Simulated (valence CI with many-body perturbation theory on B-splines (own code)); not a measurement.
**Which ion has this spectrum?**

A relativistic CI+MBPT calculation for an atom or ion with 22 electrons gives these levels (cm⁻¹):

```csv
J,Parity,E,g
0,even,0,
1,even,143585,1.49
2,even,211662,1.33
4,even,218454,1.11
3,even,237968,1.23
0,even,343632,
4,even,359310,1.15
2,even,367043,1.08
3,even,375042,1.08
5,even,400295,1.08
1,even,416439,1.19
6,even,418343,1.08
4,even,445701,1.03
3,even,451889,1.12
```

The energies are calculated, and their last digits are not significant.

Task: Which is it?
A. Pm39+
B. Nd38+
C. Sm40+
D. Pr37+

Result: D. Pr37+, ground level (3d3/2^4) J=0.
